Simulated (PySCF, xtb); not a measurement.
C₃H₇NSi, SMILES [SiH3]N1C=CC1.

Harmonic wavenumbers (cm⁻¹) from GFN2-xTB in xtb at its own minimum, in rising order: 91, 105, 206, 415, 544, 566, 599, 663, 741, 812, 817, 821, 946, 973, 987, 1051, 1068, 1112, 1166, 1215, 1370, 1445, 1611, 2176, 2264, 2277, 2973, 2989, 3130, 3190.

What does TPSSh-D3(BJ)/def2-SVP (PySCF) give at its own minimum? (An estimate is asked for; the answer gives what the named calculation found.)

97, 106, 210, 420, 532, 660, 681, 706, 890, 921, 931, 953, 984, 992, 994, 1046, 1086, 1106, 1224, 1236, 1362, 1466, 1609, 2201, 2261, 2268, 3043, 3106, 3199, 3279. Paired by order, the mean absolute difference is 45 cm⁻¹ and the zero-point energies are 54.8 and 56.6 kcal/mol.
